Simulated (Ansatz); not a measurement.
`C[O][Zr]([OH])([F])[Se]C` at its PBE0-D4/def2-TZVP geometry, where that method's forces vanish. Charge 0, multiplicity 1. Zr takes the def2 core potential.

```xyz
14

C    -0.8079   -0.2190   -2.2682
O    -0.2176   -0.5934   -1.0659
Zr    0.7275   -0.9975    0.5319
O     2.3256   -1.9958    0.2177
F    -0.4903   -1.9079    1.7030
Se    1.3990    1.2467    1.6172
C    -0.5012    1.7560    1.7730
H    -1.8858   -0.4050   -2.2357
H    -0.6419    0.8463   -2.4571
H    -0.3812   -0.7896   -3.0990
H     3.0220   -2.5194   -0.1684
H    -0.7662    2.4147    0.9495
H    -0.6186    2.2759    2.7216
H    -1.1632    0.8880    1.7803
```

Question: What forces (eV/Å) does r2SCAN-D4/def2-TZVPP give on these atoms in Ansatz 0.2.0? (An estimate is asked.)

Answer: Ansatz gave: 
```
C1  -0.126  0.075 -0.256
O2  -0.007 -0.026  0.050
Zr3 -0.007  0.053  0.145
O4   0.146 -0.079  0.005
F5  -0.068 -0.049  0.060
Se6  0.187  0.030  0.028
C7  -0.171  0.053  0.011
H8   0.008  0.003 -0.003
H9  -0.002 -0.008 -0.002
H10 -0.005  0.006  0.004
H11  0.026 -0.030 -0.032
H12  0.003 -0.014  0.020
H13  0.001 -0.012 -0.022
H14  0.015 -0.001 -0.008
```
